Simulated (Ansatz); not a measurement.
AsN, closed-shell singlet (the spin of the measured ground state), most abundant isotopes (14.0031 and 74.9216 u). Constants from fifth-degree fits in 1/R to seven points on the lowest solution found; no spin–orbit coupling, no relativity up to Kr; ω_e x_e and α_e move by some per cent with the fit.

Correlated levels freeze the inner cores; with def2 sets outer-core shells near the valence are correlated too. CBS(a, b) extrapolates the correlation energy as X⁻³ and adds the Hartree–Fock energy of set b.

Programs: Ansatz (an electronic-structure program). 

```json
[
 {"level": "PBE/def2-TZVPP", "r_e (Å)": "1.6276", "ω_e (cm⁻¹)": "1085.3", "ω_e x_e (cm⁻¹)": "4.33", "α_e (cm⁻¹)": "0.00315"},
 {"level": "CCSD(T)/CBS(def2-TZVPP, def2-QZVPP)", "r_e (Å)": "1.6170", "ω_e (cm⁻¹)": "1093.9", "ω_e x_e (cm⁻¹)": "5.04", "α_e (cm⁻¹)": "0.00341"}
]
```

D_e from total energies of the atoms and the molecule: 5.51 eV at PBE/def2-TZVPP; 5.05 eV at CCSD(T)/CBS(def2-TZVPP, def2-QZVPP).

Task: Derive the rotational constants, the centrifugal constant, the fundamental, the zero-point energy and the force constant, and test the Morse rule for the well depth.

Result: 
μ = 11.79799 u.
- PBE/def2-TZVPP: B_e = 16.8576/(μ r_e²) = 0.53940 cm⁻¹; B₀ = B_e − α_e/2 = 0.53782 cm⁻¹; D = 4B_e³/ω_e² = 5.33e-07 cm⁻¹; fundamental ω_e − 2ω_e x_e = 1077 cm⁻¹; zero-point energy ω_e/2 − ω_e x_e/4 = 542 cm⁻¹; k = μ(2πcω_e)² = 819 N/m; the line J = 1 ← 0 at 2B₀ = 32.25 GHz; a Morse well would hold ω_e²/(4ω_e x_e) = 8.43 eV against the computed D_e of 5.51 eV
- CCSD(T)/CBS(def2-TZVPP, def2-QZVPP): B_e = 16.8576/(μ r_e²) = 0.54646 cm⁻¹; B₀ = B_e − α_e/2 = 0.54475 cm⁻¹; D = 4B_e³/ω_e² = 5.45e-07 cm⁻¹; fundamental ω_e − 2ω_e x_e = 1084 cm⁻¹; zero-point energy ω_e/2 − ω_e x_e/4 = 546 cm⁻¹; k = μ(2πcω_e)² = 832 N/m; the line J = 1 ← 0 at 2B₀ = 32.66 GHz; a Morse well would hold ω_e²/(4ω_e x_e) = 7.36 eV against the computed D_e of 5.05 eV

Doubts at one or more of the structures used: a restricted determinant that unrestricted orbitals would lower (CCSD(T)/CBS(def2-TZVPP, def2-QZVPP)).

Measured for the ground state: ω_e 1068.5 cm⁻¹ [NIST CCCBDB].
